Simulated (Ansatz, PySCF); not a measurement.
Breaking the C5–H7 bond in CH6BN (SMILES BNC) (multiplicity 1 held, fragments rigid). Energies count from the point at 1.093 Å.
Geometry at that point (charge 0, multiplicity 1):
```xyz
9

B     -0.17378     0.16936     1.35985
H     -1.04663     0.51555     2.09588
H      0.90497    -0.15003     1.76047
N     -0.42136     0.13750    -0.00246
C      0.50466    -0.25211    -1.05319
H     -1.33201     0.40682    -0.34423
H      0.67789     0.56737    -1.75578
H      0.12956    -1.11044    -1.61689
H      1.45669    -0.52593    -0.60231
```

R- and RO- levels are restricted; in cc, def2 and unpolarised 6-31G sets they are followed outwards from rest. U- levels take the lowest unrestricted solution at each point, which mixes spins at long bonds. Active spaces are followed from a long bond inwards. Curves can end on different states.

Correlated levels freeze the cores. Rows in 6-31G* carry no dispersion term and start afresh at each structure (6-31G* with six Cartesian d functions).

Run with Ansatz (Gaussian basis) for Hartree–Fock, density functionals and correlated methods; PySCF for 6-31G* rows. Values without a source in brackets are computed.

Energies in kcal/mol.

| R (Å) | R-HF/6-31G* | R-r2SCAN/cc-pVTZ | U-r2SCAN/cc-pVTZ | R-B3LYP/6-31G* | U-B3LYP/6-31G* | CASSCF(2,2)/cc-pVTZ |
|---|---|---|---|---|---|---|
| 0.875 | 28.6 | 28.0 | 28.0 | 29.9 | 29.9 | 30.1 |
| 0.984 | 5.2 | 5.5 | 5.5 | 6.1 | 6.1 | 6.5 |
| 1.093 | 0.0 | 0.0 | 0.0 | 0.0 | 0.0 | 0.0 |
| 1.203 | 4.5 | 3.6 | 3.6 | 3.3 | 3.3 | 2.7 |
| 1.312 | 14.1 | 11.8 | 11.8 | 11.5 | 11.5 | 10.1 |
| 1.476 | 32.5 | 27.7 | 27.7 | 27.3 | 27.3 | 24.8 |
| 1.640 | 51.8 | 44.3 | 44.3 | 44.0 | 44.0 | 40.0 |
| 1.913 | 82.0 | 69.2 | 69.2 | 69.3 | 69.3 | 61.8 |
| 2.186 | 108.2 | 89.2 | 86.4 | 90.1 | 88.6 | 77.4 |
| 2.514 | 134.4 | 107.2 | 96.1 | 109.3 | 99.9 | 88.7 |
| 2.952 | 161.6 | 123.6 | 101.8 | 127.4 | 105.8 | 95.2 |
| 3.498 | 186.4 | 135.6 | 104.3 | 141.7 | 107.9 | 97.5 |

Doubts at one or more of the structures used: a restricted determinant that unrestricted orbitals would lower (R-HF/6-31G*, R-r2SCAN/cc-pVTZ, R-B3LYP/6-31G*); a spin-contaminated determinant (U-r2SCAN/cc-pVTZ, U-B3LYP/6-31G*).

Ansatz is a first-principles code.
